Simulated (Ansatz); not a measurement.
Consider the hydrogenolysis of a B–Si bond: `[AlH2][B]([SiH3])O[SiH3]` + H₂ → `[AlH2][BH]O[SiH3]` + SiH₄.

Gas-phase electronic energies from Ansatz, PBE0-D4/def2-TZVP geometries. CCSD(T)/CBS adds triple-zeta CCSD(T) − MP2 to the extrapolated MP2 energy (def2 sets, frozen cores). This one scheme is used for every species. DFT in def2-TZVPP. B3LYP here is the variant with VWN-RPA as its local correlation; programs differ in this. HSE06 is defined as in plane-wave codes. One conformer a species, not always the lowest.

```
             level  ΔE (kJ/mol)
            PBE-D4        -15.3
          B3LYP-D4        -37.2
        r2SCANh-D4        -27.5
          HSE06-D4        -24.5
          PBE-QIDH        -36.0
            r2SCAN        -27.4
           r2SCAN0        -34.4
CCSD(T)/def2-TZVPP        -37.8
```

Q: What does CCSD(T)/CBS give? (An estimate is asked.)

A: The calculation gave: -34.4 kJ/mol. The listed levels differ from it by 19.1, -2.8, 6.9, 9.9, -1.6, 7.0, 0.0, -3.4 kJ/mol.

Largest T1 diagnostic among the species: 0.014.

From PBE to PBE0 (25 % exact exchange), in def2-TZVPP and without D4, ΔE moves by −8.3 kJ/mol. The D4 term adds +14.9 kJ/mol with B3LYP and +8.3 kJ/mol with PBE0; it sums over pairs of atoms, weighted by their polarisabilities, and B3LYP, whose exchange is more repulsive, gets the larger term.
